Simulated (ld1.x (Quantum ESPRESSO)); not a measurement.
# Varying the ultrasoft potential for boron

Base potential:

ld1.x (Quantum ESPRESSO) 7.5 input, shortened:

```
&input
   title='B', zed=5., rel=1, dft='PBE', iswitch=3,
   config='[He] 2s1.5 2p1.5'
 /
 &inputp
   pseudotype=3, tm=.true., lloc=-2, rcloc=3.60,
   nlcc=.true.
 /
4
2S  1  0   1.50   0.00  1.35  1.65  0.0
2S  1  0   0.00  -0.20  1.35  1.65  0.0
2P  2  1   1.50   0.00  2.65  3.65  0.0
2P  2  1   0.00   3.05  2.65  3.65  0.0
 &test
   configts(1)='2s1.5 2p1.5'
 /
```

All-electron outer shells of the reference configuration (PBE, scalar-relativistic, ld1.x):

```
shell  level (eV)  outermost node (bohr)  outermost maximum (bohr)
   1s     -181.19                      –                      0.21
   2s       -9.69                   0.46                      1.52
   2p       -3.84                      –                      1.57
```

Cutoffs, loose and tight: the cutoffs (Ry, on a coarse ladder) from which the occupation-weighted sum of valence levels, in a spherical-Bessel basis at the reference potential, stays within 10 and 1 mRy of its value at 400 Ry. They do not see the model core or the augmentation charge, which bear on the density cutoff. Test errors are all-electron minus pseudo excitation energies from the reference, over the configurations 2s2 2p1; 2s2 2p0; 2s1 2p0; 2s1 2p1; 2s2 2p1.3; 2s1 2p2; 2s2 2p0.5. A dash means not determined; rows that change the core or the reference have their own tests.

Cutoffs are not given where the Bessel-basis levels miss the radial ones by over 6 mRy, ghosts where they miss by over 20 mRy; a channel whose overlap is not positive is not tested.

The default core radius of the base comes out at 0.67 bohr.

A file whose overlap is not positive is unfit for use, and its test errors describe a broken file.

```csv
change,outcome,"cutoff, loose","cutoff, tight",bound ghosts,largest test error (meV)
base,"generated, overlap not positive",–,–,not determined (overlap not positive),+256
"wave 2s channel at -0.2 Ry: rcut 1.35, rcutus 1.65 bohr becomes 2s channel at 1.75 Ry: rcut 1.35, rcutus 1.65 bohr","generated, overlap not positive",–,–,not determined (overlap not positive),+242
core correction a·sin(br)/r model core inside 2.00 bohr,"generated, overlap not positive",–,–,not determined (overlap not positive),+272
"waves 2s (bound): rcut 1.24, rcutus 1.32 bohr; 2s channel at -0.2 Ry: rcut 1.24, rcutus 1.32 bohr","generated, overlap not positive",–,–,not determined (overlap not positive),+251
local potential all-electron potential smoothed inside 1.35 bohr (lloc = -1),generated,–,–,not determined,+237
type TM; waves now 2p (bound): rc 3.65 bohr; 2s (bound): rc 1.65 bohr; local potential the s channel,generated,18 Ry,40 Ry,none,+700
"augmentation PSQ, inside the norm-conserving radii",generated,6 Ry,6 Ry,none,-99
"waves 2p (bound): rcut 2.65, rcutus 3.60 bohr; 2p channel at 3.05 Ry: rcut 2.65, rcutus 3.60 bohr","generated, overlap not positive",–,–,not determined (overlap not positive),+256
non-relativistic,"generated, overlap not positive",–,–,not determined (overlap not positive),+256
type TM semilocal; waves now 2s (bound): rc 1.65 bohr; 2p (bound): rc 3.65 bohr; local potential the p channel,generated,18 Ry,40 Ry,none,+700
```

(1) What comes out with this change to the base: reference 2s2 2p1?

(2) What comes out with this change to the base: local potential all-electron potential smoothed inside 2.62 bohr (lloc = -2)?

(3) What comes out with this change to the base: all radii but the core radius scaled by about 1.27 (s 2.10, p 4.64 bohr, rcut 1.72/3.36); local potential all-electron potential smoothed inside 4.58 bohr (lloc = -2)?

## Answers

(1) outcome: generated, overlap not positive; bound ghosts: not determined (overlap not positive); largest test error (meV): -278. A file whose overlap is not positive is unfit for use, and its test errors describe a broken file.

(2) outcome: generated, overlap not positive; bound ghosts: not determined (overlap not positive); largest test error (meV): -230. A file whose overlap is not positive is unfit for use, and its test errors describe a broken file.

(3) outcome: generated; bound ghosts: not determined; largest test error (meV): +556.
